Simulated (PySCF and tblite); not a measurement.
Values are calculated unless marked as measured or tabulated.
3 diastereomers of C5H15ClSi3, numbered alike:

```
isomer                                                                    SMILES  descriptors (one enantiomer)
     A  [CH3:1][Si@H:2]1[CH2:3][Si@@H:4]([CH3:5])[CH2:6][Si@H:7]([Cl:8])[CH2:9]1                    2S, 4R, 7r
     B  [CH3:1][Si@@H:2]1[CH2:3][Si@H:4]([CH3:5])[CH2:6][Si@H:7]([Cl:8])[CH2:9]1                    2R, 4S, 7s
     C    [CH3:1][Si@H:2]1[CH2:3][Si@H:4]([CH3:5])[CH2:6][SiH:7]([Cl:8])[CH2:9]1                        2S, 4S
```

Each isomer is a Boltzmann average at 298.15 K over at most 4 conformers: GFN2-xTB geometries, energies PBE0/pcSseg-1 (D3(BJ) added where defined), GIAO shieldings PBE0/pcSseg-1, GFN2-xTB thermal terms. Programs: PySCF with density fitting and tblite.

**Question.** What shifts does each isomer give (ppm; of two unlike H on one atom, a is the less shielded)?

**Answer.** 
A: ¹H (against TMS): 0.22 (H6a/H9a, 2H), 0.15 (H6b/H9b, 2H), 0.15 (H1/H5, 6H), -0.09 (H3a, 1H), -0.37 (H3b, 1H). ¹³C (against TMS): 5.8 (C6/C9), -0.2 (C1/C5), -2.2 (C3). ²⁹Si (against TMS): 7.0 (Si7), -19.0 (Si2/Si4).

B: ¹H (against TMS): 0.26 (H1/H5, 6H), 0.15 (H6a/H9a, 2H), 0.04 (H6b/H9b, 2H), -0.16 (H3a, 1H), -0.38 (H3b, 1H). ¹³C (against TMS): 5.1 (C6/C9), 0.7 (C1/C5), -1.4 (C3). ²⁹Si (against TMS): 8.0 (Si7), -21.1 (Si2/Si4).

C: ¹H (against TMS): 0.24 (H5, 3H), 0.20 (H6a, 1H), 0.17 (H9a, 1H), 0.13 (H1, 3H), 0.11 (H9b, 1H), 0.07 (H6b, 1H), -0.26 (H3a, 1H), -0.26 (H3b, 1H). ¹³C (against TMS): 6.1 (C6), 5.5 (C9), 0.6 (C5), -1.4 (C1), -1.5 (C3). ²⁹Si (against TMS): 7.8 (Si7), -20.8 (Si2), -21.4 (Si4). H not on carbon is left out.

Unscaled ²⁹Si shifts at such levels can be off by tens of ppm; differences between conformers or isomers are more reliable. Shifts are unscaled: against experiment ¹³C can be off by 15 ppm or more and ¹H by 0.8 ppm. The cap on conformers cut off some of the population, so the set may be incomplete.
